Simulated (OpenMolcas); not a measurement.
## Au4+: moving or changing the point charges

Au4+ among 4 point charges of -1 e arranged as a tetrahedron (Td), 1.97 Å from the ion.

```yaml
Program: OpenMolcas
Method: CASSCF
Basis: ANO-RCC-VDZP [7s6p4d2f]
Scalar_Hamiltonian: DKH2, point nucleus
Active_space: 7 electrons in 5 orbitals (5d)
State_averaging: 2S+1 = 4 even, 10 roots; 2S+1 = 2 even, 40 roots
Spin-orbit_coupling: state interaction with AMFI integrals over the reference wave functions
```

Runs around this geometry, states (labels of Td). Energies in cm-1 above the lowest state or level, χT in cm3 K/mol; 10Dq and B are least-squares fits to the states below 45000 cm-1, weighted by degeneracy, with a free offset, and given where the rms deviation is under 5 % of |10Dq| (or 100 cm-1) and under 700 cm-1; 10Dq is negative for this site.

```json
{"R (Å)": "1.97", "q (e)": "-0.8", "Ground state": "4A2", "First state of that spin": "4T2 1464", "10Dq": "-1413", "B (rms of fit)": "965 (19)", "First gap with spin-orbit (degeneracies)": "691.7 (4, 4)", "χT at 300 K": "4.610", "First state of another spin": "2E 17043"}
{"R (Å)": "1.88", "q (e)": "-1", "Ground state": "4A2", "First state of that spin": "4T2 2203", "10Dq": "-2123", "B (rms of fit)": "963 (27)", "First gap with spin-orbit (degeneracies)": "1065 (4, 4)", "χT at 300 K": "4.400", "First state of another spin": "2E 17379"}
{"R (Å)": "1.97", "q (e)": "-1", "Ground state": "4A2", "First state of that spin": "4T2 1792", "10Dq": "-1728", "B (rms of fit)": "964 (22)", "First gap with spin-orbit (degeneracies)": "855.9 (4, 4)", "χT at 300 K": "4.501", "First state of another spin": "2E 17208"}
{"R (Å)": "2.16", "q (e)": "-1", "Ground state": "4A2", "First state of that spin": "4T2 1183", "10Dq": "-1142", "B (rms of fit)": "965 (16)", "First gap with spin-orbit (degeneracies)": "554.0 (4, 4)", "χT at 300 K": "4.727", "First state of another spin": "2E 16885"}
```

Taking |10Dq| as R^-n, n = -ln(1142 / 2123) / ln(2.16 / 1.88) = 4.5 between the shortest and longest distance. The point-charge formula for a cubic d site gives n = 5.

Scaling the charges by -0.8 / -1 = 0.80 scales |10Dq| by 1413 / 1728 = 0.82; with fixed orbitals a first-order splitting would follow the charge.

Without dynamic correlation the repulsion within the d shell is too large (B by tens of per cent), so at a given field states of lower spin stand too high. The ground term spreads over less than 5000 cm-1, several times less than with real ligands, so orbital moments are less quenched and χT lies further from the spin-only value than at real sites. Spin-orbit coupling mixes the spin-free states strongly: the lowest level takes only 39 % from its leading state, 4T2, which lies 1464 cm-1 above the lowest spin-free state (figures for R = 1.97, q = -0.8; the like holds for R = 1.88, q = -1, R = 1.97, q = -1, R = 2.16, q = -1). This is an electrostatic model: the charges have no orbitals. No measured value stands beside these numbers.
